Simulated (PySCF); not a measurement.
Se(F)(Et) (C2H5FSe), SMILES CC[Se]F. Atoms are numbered in the order given.

```xyz
9

Se     0.0942     0.2477     0.7058
F      1.3150     0.8278    -0.4471
C     -0.5737    -1.1554    -0.4454
C     -1.1208    -0.6447    -1.7624
H     -1.3459    -1.6483     0.1713
H      0.2411    -1.8811    -0.5878
H     -0.3451    -0.0837    -2.3028
H     -1.9793     0.0249    -1.6069
H     -1.4421    -1.4846    -2.3987
```

Geometry: PBE0-D3(BJ)/def2-SVP. This is a generated structure with no PubChem entry under its InChIKey; it may be hypothetical. The values are those of a single conformer.

These are ωB97X/def2-TZVP (PySCF) values and carry that method's errors.

Atomic charges (e):

| atom | Löwdin | Mulliken |
|---|---|---|
| Se1 | 0.43 | 0.32 |
| F2 | -0.23 | -0.34 |
| C3 | -0.50 | -0.29 |
| C4 | -0.34 | -0.33 |
| H5 | 0.14 | 0.13 |
| H6 | 0.13 | 0.15 |
| H7 | 0.13 | 0.14 |
| H8 | 0.12 | 0.12 |
| H9 | 0.12 | 0.12 |

Question: Give the Mayer and Wiberg (Löwdin basis) orders of the bonds. (Estimate from the structure and the level; the computed values follow.)

Answer: 
```csv
bond,Mayer,Wiberg
Se1–F2,0.86,1.42
Se1–C3,1.10,1.45
C3–C4,0.96,1.35
C3–H5,0.95,0.86
C3–H6,0.96,0.87
C4–H7,0.97,0.90
C4–H8,0.97,0.91
C4–H9,0.97,0.90
```
